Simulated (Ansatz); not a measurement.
`C[SiH2][SiH2][SeH]` + `BOCCO` → `OC[SiH2][SeH]` + `BOC[SiH2]C`  (redistribution)

Calculated with Ansatz (gas phase, PBE0-D4/def2-TZVP geometries, no zero-point term in ΔE). CCSD(T)/CBS adds triple-zeta CCSD(T) − MP2 to the extrapolated MP2 energy (def2 sets, frozen cores). Functionals use def2-TZVPP. For Se outer-core shells are correlated without core-valence functions, which leaves a few kJ/mol of doubt a bond. Scalar relativity is left out up to krypton. Each species was taken in one conformer, which may not be the lowest.

Task: Is it downhill or uphill in electronic energy at CCSD(T)/CBS, and by how much? (An estimate is asked.)

Result: Ansatz gave: Uphill: ΔE = +3.4 kcal/mol.

Task: What do these levels give: ωB97X-V, ωB97M-V, CCSD(T)/def2-TZVPP, MP2/def2-QZVPP, HF/CBS(def2), MP2/CBS(def2)? (Estimate.)

Result: Ansatz gave: ωB97X-V 3.6, ωB97M-V 1.7, CCSD(T)/def2-TZVPP 3.8, MP2/def2-QZVPP 2.2, HF/CBS(def2) 3.3, MP2/CBS(def2) 2.2 kcal/mol.

Largest T1 diagnostic among the species: 0.013.
